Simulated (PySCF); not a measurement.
Compound: C₇H₆OP₂.
Numbering: `[CH:1]#[C:2][CH2:3]/[P:4]=[P:5]/[c:6]1[cH:7][cH:8][o:9][cH:10]1`

Definitions: NICS(0) = −σiso at the ring centroid; NICS(1) = −σiso and NICS(1)zz = −σzz at ±1 Å along the ring normal z. Level: GIAO PBE0/pcSseg-1 (PySCF, non-relativistic, gas phase) on the GFN2-xTB geometry, one conformer.

Ring bond lengths (Å), with Mayer bond orders in brackets: C6–C7 1.427 (1.25), C7–C8 1.356 (1.62), C8–O9 1.345 (1.07), O9–C10 1.338 (1.10), C10–C6 1.370 (1.52).

Problem. Give the NICS values of each ring in ppm.

Solution. 
| ring | type | NICS(0) | NICS(1), two faces | NICS(1)zz, two faces | rms pucker (Å) | centre to ring atoms, mean (Å) |
| --- | --- | --- | --- | --- | --- | --- |
| C6–C7–C8–O9–C10 | 5-membered ring with O; formal bonds all aromatic | -10.5 | -9.7 / -9.7 | -25.4 / -24.8 | 0.00 | 1.16 |

Problem. What do they say, and how far can they be read as aromaticity?

Solution. 
- C6–C7–C8–O9–C10: mean NICS(1)zz -25.1 ppm, shielded. The ring is flat and has no four-coordinate atom; by the NICS criterion it is aromatic.

Problem. And the bond-length index? HOMA = 1 − mean of α(R − Ropt)² over the ring bonds, with Krygowski's 1993 parameters (CC: Ropt 1.388 Å, α 257.7 Å⁻²; CO: Ropt 1.265 Å, α 157.38 Å⁻²).

Solution. 
- C6–C7–C8–O9–C10: HOMA 0.48; the largest term is that of C8–O9, α(R − Ropt)² = 1.01.

Problem. At the second NICS(1) probe listed for ring C6–C7–C8–O9–C10, 1 Å off the ring, what do the in-plane components average?

Solution. The isotropic value is a third of the trace: (3 × -9.7 − (-24.8))/2 = -2.1 ppm.

Problem. Give the inner angles of the rings and the Hirshfeld charges of the ring atoms.

Solution. 
- C6–C7–C8–O9–C10: C6 105.0° (-0.106 e), C7 106.2° (-0.090 e), C8 110.7° (+0.009 e), O9 107.2° (-0.053 e), C10 111.0° (+0.015 e); sum 540.0° against 540° for a flat convex ring.

Problem. What are the shieldings of the ring atoms and their hydrogens in the same run (means over atoms taken as equivalent)?

Solution. 
```tsv
atoms	environment	σ isotropic (ppm)
C6	substituted aromatic carbon	54.1
C7	aromatic CH carbon	64.1
C8	aromatic CH next to a ring oxygen	37.8
O9	furan-type oxygen	24.7
C10	aromatic CH next to a ring oxygen	44.0
H on C7	aromatic hydrogen	24.67
H on C8	aromatic hydrogen	24.03
H on C10	aromatic hydrogen	23.19
```

Conformer computed: `[CH:1]#[C:2][CH2:3]/[P:4]=[P:5]/[c:6]1[cH:7][cH:8][o:9][cH:10]1`: C2–C3–P4–P5 -2°, P4–P5–C6–C7 -159°.
